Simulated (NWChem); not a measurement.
System: AlH$_{2}$S$_{2}$Cl; SMILES [Cl][Al]([SH])[SH]

Input file for NWChem:

```
start job
memory heap 200 mb stack 900 mb global 1100 mb
geometry units angstroms noautoz
  Al    -0.017730     0.000176    -0.000019
  Cl    -2.124790     0.022972     0.000018
  S      1.005443     1.936623    -0.047980
  H      2.249937     1.379687    -0.036315
  S      0.963308    -1.957954     0.047984
  H      2.219560    -1.428074     0.036314
end
basis spherical
  Al library def2-svp
  Cl library def2-svp
  S library def2-svp
  H library def2-svp
end
dft
  xc m06-2x
  iterations 150
  mulliken
end
task dft gradient
```

Excerpt of the output:

```
             Northwest Computational Chemistry Package (NWChem) 7.3.0
             --------------------------------------------------------

 C2V symmetry detected

                             Geometry "geometry" -> ""
                             -------------------------

 Output coordinates in angstroms (scale by  1.889725989 to convert to a.u.)

  No.       Tag          Charge          X              Y              Z
 ---- ---------------- ---------- -------------- -------------- --------------
    1 Al                  13.0000     0.00000000     0.00000000    -0.01175558
    2 Cl                  17.0000     0.00000000     0.00000000    -2.11893889
    3 S                   16.0000     1.94799348     0.00000000     0.99040857
    4 H                    1.0000     1.40443121     0.00000000     2.24085474
    5 S                   16.0000    -1.94799348     0.00000000     0.99040857
    6 H                    1.0000    -1.40443121     0.00000000     2.24085474

 Effective nuclear repulsion energy (a.u.)     295.6692128547

      Symmetry information
      --------------------

 Group name             C2v
 Group number             16
 Group order               4
 No. of unique centers     4

                                 NWChem DFT Module
                                 -----------------

 Summary of "ao basis" -> "ao basis" (spherical)
 ------------------------------------------------------------------------------
       Tag                 Description            Shells   Functions and Types
 ---------------- ------------------------------  ------  ---------------------
 Al                         def2-svp                 8       18   4s3p1d
 Cl                         def2-svp                 8       18   4s3p1d
 S                          def2-svp                 8       18   4s3p1d
 H                          def2-svp                 3        5   2s1p

      Symmetry analysis of basis
      --------------------------

        a1         35
        a2          8
        b1         25
        b2         14

            General Information
            -------------------
          SCF calculation type: DFT
          Wavefunction type:  closed shell.
          No. of atoms     :     6
          No. of electrons :    64
           Alpha electrons :    32
            Beta electrons :    32
          Charge           :     0
          Spin multiplicity:     1
          Use of symmetry is: on ; symmetry adaption is: on
          Maximum number of iterations: 150
          AO basis - number of functions:    82
                     number of shells:    38
          Convergence on energy requested:  1.00D-06
          Convergence on density requested:  1.00D-05
          Convergence on gradient requested:  5.00D-04

              XC Information
              --------------
                       M06-2X Method XC Functional
                     Hartree-Fock (Exact) Exchange  0.540
                        M06-2X Exchange Functional  1.000
                      M06-2X Correlation Potential  1.000

             Grid Information
             ----------------
          Grid used for XC integration:  medium
          Radial quadrature: Mura-Knowles
          Angular quadrature: Lebedev.
          Tag              B.-S. Rad. Rad. Pts. Rad. Cut. Ang. Pts.
          ---              ---------- --------- --------- ---------
          Al                  1.25       88           9.0       590
          Cl                  1.00       88          12.0       590
          S                   1.00       88          10.0       590
          H                   0.35       45          11.0       434
          Grid pruning is: on
          Number of quadrature shells:   309
          Spatial weights used:  Erf1

      Superposition of Atomic Density Guess
      -------------------------------------

 Sum of atomic energies:       -1496.80813133

      Non-variational initial energy
      ------------------------------

 Total energy =   -1497.615514
 1-e energy   =   -2660.945747
 2-e energy   =     867.661020
 HOMO         =      -0.324727
 LUMO         =       0.007952

      Symmetry analysis of molecular orbitals - initial
      -------------------------------------------------

  Numbering of irreducible representations:

     1 a1          2 a2          3 b1          4 b2

  Orbital symmetries:

     1 a1          2 b1          3 a1          4 a1          5 a1
     6 a1          7 b1          8 a1          9 b1         10 b2
    11 a1         12 b1         13 a1         14 b1         15 b2
    16 a2         17 a1         18 b1         19 a1         20 b2
    21 a1         22 a1         23 b1         24 a1         25 b1
    26 a1         27 b2         28 b1         29 a1         30 b1
    31 b2         32 a2         33 a1         34 b2         35 a1
    36 b1         37 a1         38 a1         39 b1         40 b1
    41 a1         42 b2

     ---------------------------------------------
      Total Density - Mulliken Population Analysis
     ---------------------------------------------

    Atom       Charge   Shell Charges
 -----------   ------   -------------------------------------------------------
    1 Al  13    11.87   2.00  1.99  0.79  0.08  5.93  0.54  0.36  0.17
    2 Cl  17    17.49   2.00  1.99  1.23  0.72  5.94  2.19  3.41  0.01
    3 S   16    16.54   2.00  1.99  1.20  0.64  5.94  1.82  2.92  0.02
    4 H    1     0.78   0.56  0.19  0.03
    5 S   16    16.54   2.00  1.99  1.20  0.64  5.94  1.82  2.92  0.02
    6 H    1     0.78   0.56  0.19  0.03

   convergence    iter        energy       DeltaE   RMS-Dens  Diis-err
 ---------------- ----- ----------------- --------- --------- ---------
 d= 0,ls=0.0,diis     1  -1499.7959691886 -1.80D+03  1.14D-02  3.39D-01
 d= 0,ls=0.0,diis     2  -1499.8248582570 -2.89D-02  5.59D-03  1.68D-01
 d= 0,ls=0.0,diis     3  -1499.8515276454 -2.67D-02  9.25D-04  5.00D-03
 d= 0,ls=0.0,diis     4  -1499.8523300948 -8.02D-04  2.16D-04  2.90D-04
 d= 0,ls=0.0,diis     5  -1499.8523829655 -5.29D-05  5.18D-05  7.78D-06
  Resetting Diis
 d= 0,ls=0.0,diis     6  -1499.8523851108 -2.15D-06  1.22D-05  5.85D-07
 d= 0,ls=0.0,diis     7  -1499.8523852243 -1.14D-07  3.01D-06  1.84D-08

         Total DFT energy =    -1499.852385224307
      One electron energy =    -2663.087305157204
           Coulomb energy =      966.636005638936
    Exchange-Corr. energy =      -99.070298560699
 Nuclear repulsion energy =      295.669212854660

 Numeric. integr. density =       63.999995859860

                  Occupations of the irreducible representations
                  ----------------------------------------------

                     irrep           alpha         beta
                     --------     --------     --------
                     a1               15.0         15.0
                     a2                2.0          2.0
                     b1               10.0         10.0
                     b2                5.0          5.0

                       DFT Final Molecular Orbital Analysis
                       ------------------------------------

 Vector   30  Occ=2.000000D+00  E=-3.649118D-01  Symmetry=b1
              MO Center=  2.7D-14,  6.0D-16,  5.2D-01, r^2= 5.8D+00
   Bfn.  Coefficient  Atom+Function         Bfn.  Coefficient  Atom+Function
  ----- ------------  ---------------      ----- ------------  ---------------
    47      0.376448  3 S  px                70      0.376448  5 S  px
    44      0.280868  3 S  px                67      0.280868  5 S  px
    29      0.248382  2 Cl px                26      0.189129  2 Cl px
     8     -0.171985  1 Al px                41      0.159490  3 S  px
    64      0.159490  5 S  px                23      0.107888  2 Cl px

 Vector   31  Occ=2.000000D+00  E=-3.468359D-01  Symmetry=b2
              MO Center= -1.3D-13, -3.2D-16,  7.0D-01, r^2= 5.2D+00
   Bfn.  Coefficient  Atom+Function         Bfn.  Coefficient  Atom+Function
  ----- ------------  ---------------      ----- ------------  ---------------
    48      0.407474  3 S  py                71      0.407474  5 S  py
    45      0.288978  3 S  py                68      0.288978  5 S  py
    30     -0.209949  2 Cl py                42      0.163526  3 S  py
    65      0.163526  5 S  py                27     -0.135864  2 Cl py
    12      0.129371  1 Al py                 9      0.104476  1 Al py

 Vector   32  Occ=2.000000D+00  E=-3.298270D-01  Symmetry=a2
              MO Center=  1.4D-13,  6.1D-16,  9.7D-01, r^2= 5.0D+00
   Bfn.  Coefficient  Atom+Function         Bfn.  Coefficient  Atom+Function
  ----- ------------  ---------------      ----- ------------  ---------------
    48      0.471035  3 S  py                71     -0.471035  5 S  py
    45      0.315309  3 S  py                68     -0.315309  5 S  py
    42      0.179516  3 S  py                65     -0.179516  5 S  py
    14      0.070844  1 Al d -2

[...]

                         DFT ENERGY GRADIENTS

    atom               coordinates                        gradient
                 x          y          z           x          y          z
   1 Al      0.000000   0.000000  -0.022215    0.000000   0.000000   0.002000
   2 Cl      0.000000   0.000000  -4.004214    0.000000   0.000000  -0.006674
   3 S       3.681174   0.000000   1.871601    0.009342   0.000000  -0.004073
   4 H       2.653990   0.000000   4.234601   -0.003193   0.000000   0.006410
   5 S      -3.681174   0.000000   1.871601   -0.009342   0.000000  -0.004073
   6 H      -2.653990   0.000000   4.234601    0.003193   0.000000   0.006410
```

Level: M06-2X/def2-SVP. All runs use the structure optimised with PBE-D3(BJ)/def2-SVP.
